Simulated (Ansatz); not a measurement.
Consider the redistribution: `C[NH][SnH]([Cl])[O]C` + `C[SiH](N)Cl` → `C[O][SnH]([Cl])[Cl]` + `CN[SiH](C)N`.

Program: Ansatz. Geometries: PBE0-D4/def2-TZVP. ΔE: electronic, gas phase. CCSD(T)/CBS is the MP2 limit (def2-TZVPP, def2-QZVPP) plus CCSD(T) − MP2 in def2-TZVPP, frozen cores. def2 core potentials past Kr. For Sn outer-core shells are correlated without core-valence functions, which leaves a few kJ/mol of doubt a bond. One conformer a species, not always the lowest.

```json
{"species": "`C[NH][SnH]([Cl])[O]C`", "CCSD(T)/CBS(def2) energy (Eh)": "-884.64483"}
{"species": "`C[SiH](N)Cl`", "CCSD(T)/CBS(def2) energy (Eh)": "-845.32705"}
{"species": "`C[O][SnH]([Cl])[Cl]`", "CCSD(T)/CBS(def2) energy (Eh)": "-1249.30688"}
{"species": "`CN[SiH](C)N`", "CCSD(T)/CBS(def2) energy (Eh)": "-480.67879"}
```

(1) Work out ΔE.

Largest T1 diagnostic among the species: 0.013.

Answers

(1) ΔE = (-1249.30688) + (-480.67879) − (-884.64483) − (-845.32705) = -0.01379 Eh = -36.2 kJ/mol.

In def2-TZVPP, CCSD(T) changes the Hartree–Fock value by +14.5 kJ/mol (the triples alone add +2.0 kJ/mol) and MP2 by +16.4 kJ/mol.
